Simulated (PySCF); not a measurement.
Compound: C4H8F2SSi.
InChI=1S/C4H8F2SSi/c1-3(4(5)6)8-7-2/h8H2,1-2H3

Theory: PySCF, TDDFT CAM-B3LYP/def2-SVPD, vertical, gas phase, core orbitals frozen in the response. One conformer (not necessarily the lowest) at the GFN2-xTB geometry, without solvent, vibrations or thermal averaging. Torsions of this conformer, `[CH3:1][S:2][SiH2:3][C:4]([CH3:5])=[C:6]([F:7])[F:8]`: C1–S2–Si3–C4 178°, S2–Si3–C4–C5 5°.

Each state is given a Gaussian of 0.3 eV full width at half maximum, with ε(max) = 2.175×10⁸ f / Δν̃ (Δν̃ the width in cm⁻¹). The width is an assumption, not a result. The curve ends short of the highest state used, and states not computed would add to its high-energy end.

```json
{"E (eV)": "5.18", "ε (L mol⁻¹ cm⁻¹)": "1"}
{"E (eV)": "5.21", "ε (L mol⁻¹ cm⁻¹)": "2"}
{"E (eV)": "5.25", "ε (L mol⁻¹ cm⁻¹)": "5"}
{"E (eV)": "5.28", "ε (L mol⁻¹ cm⁻¹)": "10"}
{"E (eV)": "5.31", "ε (L mol⁻¹ cm⁻¹)": "18"}
{"E (eV)": "5.35", "ε (L mol⁻¹ cm⁻¹)": "38"}
{"E (eV)": "5.38", "ε (L mol⁻¹ cm⁻¹)": "62"}
{"E (eV)": "5.41", "ε (L mol⁻¹ cm⁻¹)": "95"}
{"E (eV)": "5.45", "ε (L mol⁻¹ cm⁻¹)": "156"}
{"E (eV)": "5.48", "ε (L mol⁻¹ cm⁻¹)": "211"}
{"E (eV)": "5.51", "ε (L mol⁻¹ cm⁻¹)": "271"}
{"E (eV)": "5.55", "ε (L mol⁻¹ cm⁻¹)": "347"}
{"E (eV)": "5.58", "ε (L mol⁻¹ cm⁻¹)": "391"}
{"E (eV)": "5.61", "ε (L mol⁻¹ cm⁻¹)": "417"}
{"E (eV)": "5.65", "ε (L mol⁻¹ cm⁻¹)": "417"}
{"E (eV)": "5.68", "ε (L mol⁻¹ cm⁻¹)": "391"}
{"E (eV)": "5.71", "ε (L mol⁻¹ cm⁻¹)": "347"}
{"E (eV)": "5.75", "ε (L mol⁻¹ cm⁻¹)": "273"}
{"E (eV)": "5.78", "ε (L mol⁻¹ cm⁻¹)": "215"}
{"E (eV)": "5.81", "ε (L mol⁻¹ cm⁻¹)": "163"}
{"E (eV)": "5.85", "ε (L mol⁻¹ cm⁻¹)": "114"}
{"E (eV)": "5.88", "ε (L mol⁻¹ cm⁻¹)": "98"}
{"E (eV)": "5.91", "ε (L mol⁻¹ cm⁻¹)": "104"}
{"E (eV)": "5.95", "ε (L mol⁻¹ cm⁻¹)": "154"}
{"E (eV)": "5.98", "ε (L mol⁻¹ cm⁻¹)": "228"}
{"E (eV)": "6.01", "ε (L mol⁻¹ cm⁻¹)": "336"}
{"E (eV)": "6.05", "ε (L mol⁻¹ cm⁻¹)": "531"}
{"E (eV)": "6.08", "ε (L mol⁻¹ cm⁻¹)": "706"}
{"E (eV)": "6.11", "ε (L mol⁻¹ cm⁻¹)": "890"}
{"E (eV)": "6.15", "ε (L mol⁻¹ cm⁻¹)": "1112"}
{"E (eV)": "6.18", "ε (L mol⁻¹ cm⁻¹)": "1233"}
{"E (eV)": "6.21", "ε (L mol⁻¹ cm⁻¹)": "1293"}
{"E (eV)": "6.25", "ε (L mol⁻¹ cm⁻¹)": "1265"}
{"E (eV)": "6.28", "ε (L mol⁻¹ cm⁻¹)": "1170"}
{"E (eV)": "6.32", "ε (L mol⁻¹ cm⁻¹)": "973"}
{"E (eV)": "6.35", "ε (L mol⁻¹ cm⁻¹)": "805"}
{"E (eV)": "6.38", "ε (L mol⁻¹ cm⁻¹)": "647"}
{"E (eV)": "6.42", "ε (L mol⁻¹ cm⁻¹)": "486"}
{"E (eV)": "6.45", "ε (L mol⁻¹ cm⁻¹)": "417"}
{"E (eV)": "6.48", "ε (L mol⁻¹ cm⁻¹)": "397"}
{"E (eV)": "6.52", "ε (L mol⁻¹ cm⁻¹)": "438"}
{"E (eV)": "6.55", "ε (L mol⁻¹ cm⁻¹)": "506"}
{"E (eV)": "6.58", "ε (L mol⁻¹ cm⁻¹)": "589"}
{"E (eV)": "6.62", "ε (L mol⁻¹ cm⁻¹)": "699"}
```

Q: Where are the band maxima, and which computed states make them?

A: 220 nm (5.63 eV), ε about 420, made up of S1 (100%); 199 nm (6.22 eV), ε about 1300, made up of S2 (100%) (ε in L mol⁻¹ cm⁻¹; maxima over ε = 5, shares over 10%). At its high-energy end, 6.62 eV, the curve is still rising (ε about 700, from S3). The states used: S1 5.63 eV (f 0.0047); S2 6.22 eV (f 0.014); S3 6.66 eV (f 0.0067); S4 6.73 eV (f 0.0008); S5 6.83 eV (f 0.0028); S6 7.06 eV (f 0.012); S7 7.19 eV (f 0.040); S8 7.22 eV (f 0.305).

Q: On this curve, what absorbance would a 10⁻⁵ mol/L sample give at 193 nm over a 1 cm path?

A: 193 nm is 6.424 eV, where ε is about 470 L mol⁻¹ cm⁻¹, so A = ε c l ≈ 0.0047 (Beer–Lambert, with the gas-phase spectrum and the assumed width).

Q: What would ε be at 6.22 eV, the highest of these maxima, with half the width (0.15 eV)?

A: About 2590 L mol⁻¹ cm⁻¹ against 1300, a factor of about 2.00; a lone state at its own centre would give exactly 2.

Q: Coming from long wavelengths, where does ε first pass 100 L mol⁻¹ cm⁻¹?

A: At about 229 nm (5.41 eV), 0.22 eV below S1.

Hardware: an Arm Neoverse N1 with one thread, no GPU, shared host. Cost: 1.7 min of wall time.
